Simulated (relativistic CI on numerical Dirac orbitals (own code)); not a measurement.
**Level scheme of W56+**

Method of calculation: Dirac-Coulomb-Breit CI, KLI orbitals optimised for each configuration, model QED, unscaled Slater integrals (own radial code, finite nucleus).

Configuration list (outside the closed core [Ne]): 3s2.3p6, 3s2.3p5.3d, 3s.3p6.3d, 3s2.3p5.4s, 3s2.3p5.4p, 3s2.3p5.4d, 3s.3p6.4s, 3p6.3d.4p, 3p6.3d2, 3p5.3d3, 3p5.3d2.4s, 3p5.3d2.4p, 3p5.3d2.4d, 3p6.3d.4s, 3p5.3d.4s2, 3p5.3d.4s.4p, 3p5.3d.4s.4d. Double excitations out of closed p, d and f shells are left out; levels of such configurations are missing from the list, as are those of other unlisted configurations, and high levels can miss mixing partners.

```tsv
No.	Configuration	Term	J	E (eV)	%	Next component (%)
1	3s2.3p6	1S	0	0.00	100	
2	3s2.3p5.3d	3P°	0	237.10	100	
3	3s2.3p5.3d	3P°	1	248.50	68	31 3D°
4	3s2.3p5.3d	3F°	3	252.74	56	37 1F°
5	3s2.3p5.3d	3D°	2	256.97	53	19 3F°
6	3s2.3p5.3d	3F°	4	323.67	100	
7	3s2.3p5.3d	1D°	2	329.17	47	43 3P°
8	3s2.3p5.3d	3D°	3	340.65	70	28 1F°
9	3s2.3p5.3d	1P°	1	370.40	52	27 3D°
10	3s2.3p5.3d	3F°	2	593.63	73	22 1D°
11	3s2.3p5.3d	1P°	1	632.26	46	42 3D°
12	3s2.3p5.3d	3P°	2	673.28	44	38 3D°
13	3s2.3p5.3d	3F°	3	678.38	42	34 1F°
14	3s.3p6.3d	3D	1	814.11	100	
15	3s.3p6.3d	3D	2	820.81	71	29 1D
16	3s.3p6.3d	3D	3	892.26	100	
17	3s.3p6.3d	1D	2	906.37	71	29 3D
18	3p6.3d2	3F	2	1644.73	73	23 1D
19	3p6.3d2	3P	0	1669.42	70	30 1S
20	3p6.3d2	3F	3	1718.92	100	
21	3p6.3d2	3P	2	1730.28	50	30 1D
22	3p6.3d2	1G	4	1733.28	70	30 3F
23	3p6.3d2	3P	1	1735.32	100	
24	3p6.3d2	3F	4	1801.92	70	30 1G
25	3p6.3d2	3P	2	1811.07	47	47 1D
26	3p6.3d2	1S	0	1836.85	70	30 3P
27	3p5.3d3(2D)	3D°	2	1884.08	27	20 5F°
28	3p5.3d3(4F)	5D°	1	1889.10	28	21 3D°
29	3p5.3d3(4F)	5D°	0	1893.38	51	43 3P°
30	3p5.3d3(2D)	3F°	3	1895.06	25	19 3G°
31	3p5.3d3(4F)	5F°	3	1949.12	39	24 5D°
32	3p5.3d3(4F)	5G°	4	1954.95	35	24 5F°
33	3p5.3d3(4P)	5S°	2	1956.46	30	23 3P°
34	3p5.3d3(4F)	5D°	2	1959.36	41	35 3F°
35	3p5.3d3(4F)	5D°	1	1961.36	40	34 3D°
36	3p5.3d3(2G)	3H°	5	1963.46	31	31 3G°
37	3p5.3d3(4F)	3G°	3	1964.40	43	25 3F°
38	3p5.3d3(2G)	3H°	6	1964.44	43	25 3I°
39	3p5.3d3(4P)	3P°	0	1964.88	41	36 5D°
40	3p5.3d3(2G)	3F°	4	1965.54	31	19 3H°
41	3p5.3d3(4F)	3G°	4	1971.93	36	19 3F°
42	3p5.3d3(4P)	3D°	2	1973.83	33	24 1D°
43	3p5.3d3(4F)	3G°	3	1974.31	25	22 3F°
44	3p5.3d3(2P)	3S°	1	1974.64	34	25 3P°
45	3p5.3d3(2G)	3G°	5	1980.25	32	30 1H°
46	3p5.3d3(2D)	3F°	4	1992.23	36	30 5D°
47	3p5.3d3(4P)	3P°	2	1996.54	30	22 3D°
48	3p5.3d3(4P)	3D°	1	2004.98	39	19 3P°
49	3p5.3d3(2D)	3D°	3	2005.46	30	24 3G°
50	3p5.3d3(2G)	3F°	2	2008.47	48	20 1D°
51	3p5.3d3(2H)	3G°	3	2010.10	50	20 1F°
52	3p5.3d3(4F)	5F°	4	2027.04	29	26 3G°
53	3p5.3d3(4F)	5G°	5	2031.46	41	22 5F°
54	3p5.3d3(2D)	3D°	2	2033.42	31	29 3F°
55	3p5.3d3(4F)	5G°	6	2035.17	51	24 3I°
56	3p5.3d3(2F)	3D°	1	2036.35	41	30 3P°
57	3p5.3d3(2H)	3G°	3	2042.27	24	21 1F°
58	3p5.3d3(4F)	3G°	5	2042.77	34	30 3H°
59	3p5.3d3(2H)	3I°	7	2042.80	100	
60	3p5.3d3(2P)	3D°	2	2043.77	32	16 3P°
61	3p5.3d3(2D)	3P°	1	2044.38	54	17 5D°
62	3p5.3d3(2D)	3F°	4	2044.46	35	25 3G°
63	3p5.3d3(2D)	3D°	3	2049.40	40	23 5D°
64	3p5.3d3(2D)	3F°	4	2054.52	45	18 3H°
65	3p5.3d3(2F)	3F°	3	2055.55	43	31 3D°
66	3p5.3d3(2H)	3H°	6	2055.63	69	24 1I°
67	3p5.3d3(4P)	3D°	1	2056.94	54	16 1P°
68	3p5.3d3(2F)	3G°	5	2057.32	69	15 1H°
69	3p5.3d3(2F)	1G°	4	2057.32	36	25 3G°
70	3p5.3d3(2D)	3P°	0	2062.16	78	21 5D°
```

Energies count from the lowest computed level; ° marks odd parity. Percentages are summed over parent terms; the parents shown are those of the largest component, closed shells are left out there.

The mean weight of the leading LS term, summed over parents, in these 70 levels is 52 %, and that of the leading jj configuration (from the same eigenvectors) 97 %, so jj coupling describes them better and the LS labels are nominal.

At this charge energies of transitions that change n are usually good to better than 1 %, and those within a shell (Δn = 0) to a few per cent.

LS names give the leading component of a level, which can be under half, so a name can repeat, a term be missing and a line seem to break the LS rules.
